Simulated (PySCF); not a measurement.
# SMILES C(C(=C=CC#N)Cl)#N, C₅HClN₂

Geometry:
| atom | x (Å) | y (Å) | z (Å) |
| --- | --- | --- | --- |
| N1 | -2.967 | 2.186 | 0.087 |
| C2 | -2.321 | 1.258 | -0.167 |
| C3 | -1.551 | 0.100 | -0.494 |
| C4 | -0.277 | -0.019 | -0.198 |
| C5 | 0.997 | -0.152 | 0.090 |
| Cl6 | 1.528 | -0.846 | 1.587 |
| C7 | 2.025 | 0.262 | -0.813 |
| N8 | 2.865 | 0.591 | -1.540 |
| H9 | -2.071 | -0.714 | -1.017 |

Theory: quadratic response CAM-B3LYP/def2-TZVPD first hyperpolarisability, Taylor convention, gas phase (PySCF). Geometry: PBE0-D3(BJ)/def2-SVP.

Problem. Give the tensor of the second harmonic β(−2ω;ω,ω) at 1907 nm in the axes of these coordinates.

Solution. In au, Taylor convention; rows are the first index (the induced dipole):
|  | xx | yy | zz | xy | xz | yz |
| --- | --- | --- | --- | --- | --- | --- |
| x | -21.6 | 0.0 | +28.8 | +22.2 | +16.6 | -9.0 |
| y | +23.0 | +27.0 | -4.4 | -0.3 | -9.0 | -5.5 |
| z | +14.6 | -5.5 | +2.5 | -8.9 | +28.5 | -4.3 |

Norm of βᵢ = ⅓ Σⱼ (βᵢⱼⱼ + βⱼᵢⱼ + βⱼⱼᵢ): 47.5 au, hyper-Rayleigh value 28.2 au.
